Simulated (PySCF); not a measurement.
Task: Write a Z-matrix for `[BH3-]c1ccc(C)o1` as optimised with PBE0-D3(BJ)/def2-SVP. (Charge -1.)

Result: 
Z-matrix in Å and degrees, rows numbered from 1:
```
B 
C   1  1.6018
C   2  1.3784  1  134.28
C   3  1.4322  2  108.34  1   179.68
C   4  1.3662  3  105.71  2     0.03
C   5  1.4837  4  133.23  3   179.99
O   5  1.3503  4  109.54  3    -0.03
H   1  1.2440  2  108.69  3     2.29
H   1  1.2466  2  110.13  3  -117.76
H   1  1.2462  2  110.28  3   122.62
H   3  1.0889  2  124.37  1    -0.48
H   4  1.0906  3  128.32  2   179.94
H   6  1.1055  5  112.17  4   117.24
H   6  1.0998  5  110.20  4    -3.00
H   6  1.1047  5  111.70  4  -123.12
```

C3 (aromatic CH carbon) is planar (angles 127.3°, 124.4° and 108.3°, sum 360.0°, 0.00 Å off the plane of its three neighbours). B1 (four-coordinate boron) is tetrahedral (angles from 108.4° to 110.3°). The C–C distances run from 1.366 Å (C4–C5, aromatic) to 1.484 Å (C5–C6, drawn single), a spread of 0.118 Å. C2 (substituted aromatic carbon) is planar (angles 134.3°, 119.3° and 106.4°, sum 360.0°, 0.00 Å off the plane of its three neighbours).

Computed with PBE0-D3(BJ)/def2-SVP geometry optimisation, gas phase in PySCF 2.14.0.

Point group: near Cs, missed by 0.10 Å at most; the miss may be what the optimiser left on a soft mode. No PBE0-D3(BJ)/def2-SVP frequencies stand behind this structure, so it isn't proved a minimum. The geometry's basis has no diffuse functions, a weakness for an anion.
